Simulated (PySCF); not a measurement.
**[Dy(NH3)3]3+: from a saddle point downhill**

PySCF 2.14.0, RKS PBE0, Dy lcecp-1-SVP with ECP55, N def2-SVP, H def2-SVP; non-relativistic Hamiltonian with scalar-relativistic core potentials where named; density fitting; no spin-orbit coupling. Relaxed within the symmetry of its start, the geometry (C3h) is

```xyz
13

Dy    0.0000    0.0000    0.0000
N     2.4040    0.0009    0.0000
H     2.8550   -0.4677    0.8085
H     2.8550   -0.4677   -0.8085
H     2.8553    0.9347    0.0000
N    -1.2028    2.0815    0.0000
H    -1.0225    2.7064    0.8085
H    -1.0225    2.7064   -0.8085
H    -2.2371    2.0054    0.0000
N    -1.2012   -2.0824    0.0000
H    -1.8325   -2.2387    0.8085
H    -1.8325   -2.2387   -0.8085
H    -0.6182   -2.9401    0.0000
```

and its lowest harmonic modes are -43, -40, -40, -40, 82, 82 cm⁻¹ (negative: unstable). It was moved along the lowest mode and relaxed again, within the group C3 that the move left.

Task: Where does it end, and how much lower?

Result: In C3, 0.039 eV lower, after 14 steps:
```xyz
13

Dy    0.0000    0.0000    0.7216
N     2.2700   -0.0007   -0.0422
H     2.9682   -0.3078    0.6621
H     2.4821   -0.6127   -0.8517
H     2.6448    0.9171   -0.3461
N    -1.1344    1.9662   -0.0422
H    -1.2175    2.7244    0.6621
H    -0.7104    2.4559   -0.8517
H    -2.1166    1.8319   -0.3461
N    -1.1356   -1.9655   -0.0422
H    -1.7507   -2.4166    0.6621
H    -1.7717   -1.8432   -0.8517
H    -0.5282   -2.7490   -0.3461
```

Task: How do the contacts change?

Result: 
```json
{"contact": "Dy1–N2 (NH3)", "saddle (Å)": "2.404", "end (Å)": "2.395"}
{"contact": "Dy1–N6 (NH3)", "saddle (Å)": "2.404", "end (Å)": "2.395"}
{"contact": "Dy1–N10 (NH3)", "saddle (Å)": "2.404", "end (Å)": "2.395"}
```


Task: Is the end a minimum?

Result: Probably not: 3 of the modes stay unstable (below −25 cm⁻¹), though so soft as to be near the noise; lowest modes -36, -36, -29, 55, 79, 79 cm⁻¹.

An lcecp potential fixes the number of 4f electrons, so in runs with it no electron can move into or out of that shell.

State: singlet in the valence, with the 4f electrons in the core potential.
